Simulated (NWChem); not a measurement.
System: SiH2ClF; SMILES F[SiH2]Cl

Input file for NWChem:

```
start job
memory heap 200 mb stack 900 mb global 1100 mb
geometry units angstroms noautosym nocenter noautoz
  Si    -0.502430     0.563225     0.000000
  F      0.738275     1.582488     0.000000
  Cl     0.211595    -1.370306     0.000000
  H     -1.288077     0.763069    -1.235079
  H     -1.288077     0.763069     1.235079
end
basis spherical
  * library 6-31g*
end
dft
  xc b3lyp
  iterations 150
end
cosmo
  do_cosmo_smd true
  solvent water
end
task dft energy
```

All runs use the structure optimised with B3LYP/6-31G* (spherical d). Solvent: water.

Level: B3LYP/6-31G* with SMD (1 M gas to 1 M solution), gas-phase geometry. Reactions with the solvent are ignored.

Task: What results follow from this input? (B3LYP/6-31G* (spherical d), SMD on the gas-phase geometry.) Quantities: solvation free energy (kcal/mol); cavity-dispersion-structure term (kcal/mol); dipole in solution (D).

Result: 
| Item | Value |
|---|---|
| solvation free energy (kcal/mol) | 0.4 |
| cavity-dispersion-structure term (kcal/mol) | 2.3 |
| dipole in solution (D) | 2.06 |
